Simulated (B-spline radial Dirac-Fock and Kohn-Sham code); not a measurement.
## Auger parameter of tantalum: the M5 level and its strongest M5-NN line

Method: multi-electron Dirac-Fock with separately optimised hole states, Breit and Lamb-shift corrections added in first order. Computed with a radial finite-basis atomic code. The modified Auger parameter α′ is the binding energy plus the kinetic energy of the Auger electron; it does not depend on the energy zero. For free ions it tends to fall with charge, since less charge screens the final holes.

```tsv
species	configuration	binding 3d5/2 (eV)	Auger line	kinetic (eV)	α′ (eV)
Ta	[Xe] 4f14 5d3 6s2	1741.6	N5N5 J=4	1244.1	2985.8
Ta⁺	[Xe] 4f14 5d3 6s1	1749.6	N5N5 J=4	1234.8	2984.4
Ta⁺ (Watson 2.4 Å)	[Xe] 4f14 5d3 6s1	1743.7	N5N5 J=4	1240.8	2984.4
Ta⁺ (Watson 2.7 Å)	[Xe] 4f14 5d3 6s1	1744.3	N5N5 J=4	1240.1	2984.4
Ta²⁺	[Xe] 4f14 5d3	1758.6	N5N5 J=4	1224.6	2983.2
Ta³⁺	[Xe] 4f14 5d2	1772.3	N5N5 J=4	1209.5	2981.7
Ta³⁺ (Watson 2.2 Å)	[Xe] 4f14 5d2	1752.7	N5N5 J=4	1229.1	2981.8
Ta⁴⁺	[Xe] 4f14 5d1	1787.3	N5N5 J=4	1193.3	2980.6
Ta⁴⁺ (Watson 1.8 Å)	[Xe] 4f14 5d1	1755.4	N5N5 J=4	1225.3	2980.7
Ta⁴⁺ (Watson 3 Å)	[Xe] 4f14 5d1	1768.1	N5N5 J=4	1212.5	2980.6
Ta⁵⁺	[Xe] 4f14	1803.6	N5N5 J=4	1176.2	2979.8
Ta⁵⁺ (Watson 2.7 Å)	[Xe] 4f14	1776.9	N5N5 J=4	1202.9	2979.8
Ta⁶⁺	[Xe] 4f13	1834.3	N5N5 J=4	1149.8	2984.2
Ta⁷⁺	[Kr] 4d10 4f13 5s2 5p5	1855.9	N5N5 J=4	1128.2	2984.1
```
